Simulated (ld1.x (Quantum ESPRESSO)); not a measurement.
## Mn (Z = 25) PAW: all-electron and pseudo phase curves

ld1.x (Quantum ESPRESSO) 7.5 input, shortened:

```
&input
   title='Mn', zed=25., rel=1, dft='PBESOL', iswitch=3,
   config='[Ar] 3d5 4s2 4p0'
 /
 &inputp
   pseudotype=3, lpaw=.true., tm=.true., lloc=-2, rcloc=1.15,
   nlcc=.true.,
   which_augfun='BESSEL', rmatch_augfun=1.30
 /
6
3S  1  0   2.00   0.00  1.25  1.45  0.0
4S  2  0   2.00   0.00  1.25  1.45  0.0
3P  2  1   6.00   0.00  1.85  1.95  0.0
4P  3  1   0.00   0.00  1.85  1.95  0.0
3D  3  2   5.00   0.00  1.50  2.05  0.0
3D  3  2   0.00   3.25  1.50  2.05  0.0
 &test
   configts(1)='3s2 3p6 3d5 4s2 4p0'
 /
```

The phase is arctan(r·u′/u) with u = r·R(r), unwrapped; energies in Ry, scanned from -8 to 5 Ry. A pole is an energy at which the radial function vanishes at the test radius. The pseudo phase is shifted by a multiple of π to meet the all-electron one at the reference energy, and phase errors are pseudo minus all-electron; the curves can meet again beyond the range given. Levels narrower than the energy grid can be missing from the lists of poles.

Task: For each channel, where are the poles, and over which energies does the pseudopotential scatter like the atom?

Result:

```csv
channel,radius (bohr),reference energy (Ry),"poles, all-electron","poles, pseudo",unbroken range about the reference energy with phases within 0.05 rad,phase error 1 Ry above the reference energy (rad)
s,2.25,-0.38,"-6.26, 3.22","-6.26, 3.19",the whole range,-0.001
p,2.25,-0.10,"-3.93, 4.37","-3.94, 1.64",-4.0 to 0.3,-0.485
d,2.25,-0.50,-0.21,-0.21,the whole range,-0.001
```

The ghost test of this file was not conclusive. Its overlap operator is not positive definite in a basis up to 400 Ry (lowest eigenvalue p -0.57), so the file is unfit for use: the generalised eigenproblem breaks down once the basis is large enough, and its test numbers describe a broken file.

Phases in the s channel:

```
E (Ry)  all-electron  pseudo
 -8.00         1.397   1.397
 -7.52         1.388   1.388
 -7.04         1.375   1.375
 -6.56         1.335   1.335
 -6.08        -1.721  -1.721
 -5.60        -1.762  -1.762
 -5.12        -1.780  -1.780
 -4.64        -1.796  -1.796
 -4.16        -1.814  -1.814
 -3.68        -1.836  -1.836
 -3.20        -1.863  -1.863
 -2.72        -1.897  -1.897
 -2.24        -1.946  -1.946
 -1.76        -2.017  -2.017
 -1.28        -2.134  -2.134
 -0.80        -2.356  -2.356
 -0.32        -2.836  -2.836
  0.16        -3.621  -3.621
  0.64        -4.150  -4.150
  1.12        -4.394  -4.395
  1.60        -4.523  -4.524
  2.08        -4.602  -4.603
  2.56        -4.657  -4.659
  3.04        -4.699  -4.701
  3.52        -4.734  -4.737
  4.00        -4.764  -4.769
  4.48        -4.794  -4.801
  4.96        -4.825  -4.835
```
